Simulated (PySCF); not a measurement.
## Y2 at r²SCAN0

Level: r²SCAN0. PySCF, scalar-relativistic core potentials, basis sets Y def2-TZVPP with ECP28.

```
state                                      : ⁵Σu⁻ (quintet), unpaired electrons σ ↑↑, π ↑↑
bond length                                : 2.848 Å
harmonic wavenumber                        : 190 cm⁻¹
force constant                             : 0.944 mdyn/Å
rotational constant Be                     : 0.04675 cm⁻¹
anharmonicity ωexe                         : 0.205 cm⁻¹
vibration–rotation constant αe             : 6.91e-05 cm⁻¹
well depth De to Y (4d1 5s2) + Y (4d1 5s2) : 1.07 eV
dissociation energy D0                     : 1.06 eV
bond order (Mayer)                         : 2.33
```

The metal atom is held in its measured ground configuration; semilocal functionals can put another filling of s and d lower by some tenths of an eV, and De to that atom would be smaller. Spin–orbit coupling is left out, which matters for elements this heavy, above all for dissociation energies. With d or f electrons several states lie close, and the lowest PBE0 determinant need not be the measured ground state.
